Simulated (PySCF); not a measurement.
## Basis-set dependence of population analyses: `CC#[C][AlH][CH3]`

Compound: C4H7Al.
Cartesian coordinates in Å at the PBE0-D3(BJ)/def2-SVP level; atoms count from 1:
```xyz
12
C4H7Al angstrom
C      2.9651    0.5448    0.2498
C      1.6042    0.0724    0.0746
C      0.4554   -0.3270   -0.0716
Al    -1.3269   -0.9677   -0.3094
C     -2.8238    0.0800    0.3788
H      3.5456    0.4340   -0.6796
H      2.9869    1.6068    0.5407
H      3.4806   -0.0306    1.0351
H     -1.5273   -2.3496   -1.0684
H     -3.8056   -0.3749    0.1767
H     -2.8216    1.0936   -0.0579
H     -2.7313    0.2177    1.4700
```

PBE0 throughout (PySCF), one geometry, spherical d and f functions. Isolated species at its PBE0-D3(BJ)/def2-SVP geometry, gas phase. Atoms taken as equivalent share a column and are averaged. The first 7 of 8 kinds of atom are listed.

Mulliken charges (e):

```json
{"basis": "STO-3G", "functions": "36", "C1": "-0.253", "C2": "-0.080", "C3": "-0.328", "Al4": "+0.876", "C5": "-0.449", "H6/H7/H8": "+0.098", "H9": "-0.228"}
{"basis": "6-31G", "functions": "63", "C1": "-0.553", "C2": "-0.170", "C3": "-0.302", "Al4": "+0.897", "C5": "-0.895", "H6/H7/H8": "+0.208", "H9": "-0.179"}
{"basis": "pcSseg-0", "functions": "63", "C1": "-0.585", "C2": "-0.291", "C3": "-0.469", "Al4": "+1.315", "C5": "-1.250", "H6/H7/H8": "+0.267", "H9": "-0.265"}
{"basis": "6-31G*", "functions": "88", "C1": "-0.652", "C2": "+0.279", "C3": "-0.356", "Al4": "+0.421", "C5": "-0.811", "H6/H7/H8": "+0.216", "H9": "-0.112"}
{"basis": "cc-pVDZ", "functions": "109", "C1": "-0.024", "C2": "+0.092", "C3": "-0.400", "Al4": "+0.322", "C5": "-0.320", "H6/H7/H8": "+0.085", "H9": "-0.120"}
{"basis": "def2-SVP", "functions": "109", "C1": "+0.008", "C2": "-0.040", "C3": "-0.434", "Al4": "+0.658", "C5": "-0.457", "H6/H7/H8": "+0.075", "H9": "-0.180"}
{"basis": "aug-cc-pVDZ", "functions": "182", "C1": "+0.364", "C2": "+0.359", "C3": "-0.670", "Al4": "+0.166", "C5": "+0.323", "H6/H7/H8": "-0.012", "H9": "+0.115"}
{"basis": "6-311+G(2d,p)", "functions": "185", "C1": "-0.707", "C2": "+0.487", "C3": "-1.112", "Al4": "+1.252", "C5": "-0.801", "H6/H7/H8": "+0.176", "H9": "-0.123"}
{"basis": "def2-TZVP", "functions": "203", "C1": "-0.484", "C2": "+0.004", "C3": "-0.249", "Al4": "+0.522", "C5": "-0.606", "H6/H7/H8": "+0.161", "H9": "-0.101"}
{"basis": "cc-pVTZ", "functions": "252", "C1": "-0.320", "C2": "+0.019", "C3": "-0.220", "Al4": "+0.370", "C5": "-0.421", "H6/H7/H8": "+0.124", "H9": "-0.108"}
{"basis": "IGLO-III", "functions": "254", "C1": "-0.348", "C2": "-0.103", "C3": "-0.280", "Al4": "+0.810", "C5": "-0.687", "H6/H7/H8": "+0.139", "H9": "-0.223"}
```

IAO charges (e):

| basis | functions | C1 | C2 | C3 | Al4 | C5 | H6/H7/H8 | H9 |
| --- | --- | --- | --- | --- | --- | --- | --- | --- |
| STO-3G | 36 | -0.417 | -0.042 | -0.424 | +1.107 | -0.760 | +0.150 | -0.282 |
| 6-31G | 63 | -0.452 | +0.015 | -0.408 | +0.825 | -0.808 | +0.177 | -0.187 |
| pcSseg-0 | 63 | -0.443 | +0.011 | -0.416 | +0.857 | -0.813 | +0.174 | -0.196 |
| 6-31G* | 88 | -0.433 | +0.016 | -0.428 | +0.879 | -0.800 | +0.171 | -0.207 |
| cc-pVDZ | 109 | -0.433 | +0.011 | -0.427 | +0.878 | -0.799 | +0.171 | -0.207 |
| def2-SVP | 109 | -0.424 | +0.014 | -0.428 | +0.892 | -0.794 | +0.168 | -0.215 |
| aug-cc-pVDZ | 182 | -0.440 | +0.007 | -0.430 | +0.889 | -0.816 | +0.175 | -0.209 |
| 6-311+G(2d,p) | 185 | -0.443 | +0.009 | -0.440 | +0.910 | -0.826 | +0.176 | -0.214 |
| def2-TZVP | 203 | -0.442 | +0.009 | -0.440 | +0.914 | -0.827 | +0.176 | -0.216 |
| cc-pVTZ | 252 | -0.444 | +0.009 | -0.438 | +0.907 | -0.825 | +0.176 | -0.213 |
| IGLO-III | 254 | -0.444 | +0.009 | -0.441 | +0.916 | -0.829 | +0.176 | -0.216 |

Hirshfeld charges (e):

```
        basis  functions      C1      C2      C3     Al4      C5  H6/H7/H8      H9
       STO-3G         36  -0.009  -0.098  -0.258  +0.651  -0.196    +0.028  -0.177
        6-31G         63  -0.071  -0.029  -0.266  +0.508  -0.261    +0.058  -0.163
     pcSseg-0         63  -0.077  -0.033  -0.264  +0.540  -0.264    +0.058  -0.171
       6-31G*         88  -0.072  -0.029  -0.259  +0.500  -0.261    +0.059  -0.165
      cc-pVDZ        109  -0.085  -0.029  -0.262  +0.527  -0.269    +0.061  -0.170
     def2-SVP        109  -0.090  -0.027  -0.260  +0.533  -0.274    +0.061  -0.173
  aug-cc-pVDZ        182  -0.101  -0.034  -0.264  +0.550  -0.284    +0.065  -0.170
6-311+G(2d,p)        185  -0.093  -0.037  -0.266  +0.549  -0.275    +0.063  -0.170
    def2-TZVP        203  -0.097  -0.033  -0.262  +0.541  -0.278    +0.064  -0.169
      cc-pVTZ        252  -0.097  -0.030  -0.263  +0.541  -0.280    +0.064  -0.170
     IGLO-III        254  -0.102  -0.035  -0.261  +0.544  -0.281    +0.065  -0.167
```

Task: Which scheme is steadiest as the basis changes?

Result: Largest range over the bases for any column: Hirshfeld 0.15 e, IAO 0.28 e, Mulliken 1.57 e. Hirshfeld charges move least and Mulliken charges most, counted in e. Without the minimal STO-3G basis the ranges are Hirshfeld 0.05, IAO 0.09, Mulliken 1.57 e.

Task: How much do the charges still move between the two largest bases, cc-pVTZ and IGLO-III?

Result: At most, over all atoms: Mulliken 0.440 e, IAO 0.009 e, Hirshfeld 0.005 e.

Task: What do the same runs give for the total energy, the frontier levels and the dipole moment?

Result: 
```json
{"basis": "STO-3G", "energy (Eh)": "-393.9294", "HOMO (eV)": "-4.73", "LUMO (eV)": "3.40", "μ (D)": "0.10"}
{"basis": "6-31G", "energy (Eh)": "-398.6399", "HOMO (eV)": "-7.13", "LUMO (eV)": "-1.20", "μ (D)": "1.53"}
{"basis": "pcSseg-0", "energy (Eh)": "-398.1031", "HOMO (eV)": "-7.43", "LUMO (eV)": "-1.29", "μ (D)": "1.60"}
{"basis": "6-31G*", "energy (Eh)": "-398.6851", "HOMO (eV)": "-7.08", "LUMO (eV)": "-1.11", "μ (D)": "1.51"}
{"basis": "cc-pVDZ", "energy (Eh)": "-398.7085", "HOMO (eV)": "-7.18", "LUMO (eV)": "-1.20", "μ (D)": "1.44"}
{"basis": "def2-SVP", "energy (Eh)": "-398.5168", "HOMO (eV)": "-7.26", "LUMO (eV)": "-1.19", "μ (D)": "1.51"}
{"basis": "aug-cc-pVDZ", "energy (Eh)": "-398.7178", "HOMO (eV)": "-7.30", "LUMO (eV)": "-1.30", "μ (D)": "1.43"}
{"basis": "6-311+G(2d,p)", "energy (Eh)": "-398.7569", "HOMO (eV)": "-7.33", "LUMO (eV)": "-1.27", "μ (D)": "1.45"}
{"basis": "def2-TZVP", "energy (Eh)": "-398.7709", "HOMO (eV)": "-7.31", "LUMO (eV)": "-1.23", "μ (D)": "1.45"}
{"basis": "cc-pVTZ", "energy (Eh)": "-398.7698", "HOMO (eV)": "-7.29", "LUMO (eV)": "-1.22", "μ (D)": "1.45"}
{"basis": "IGLO-III", "energy (Eh)": "-398.7754", "HOMO (eV)": "-7.32", "LUMO (eV)": "-1.21", "μ (D)": "1.44"}
```

The dipole is fixed by the density alone, so its range of 1.50 D shows that the density itself changes with the basis, not only its division among atoms.
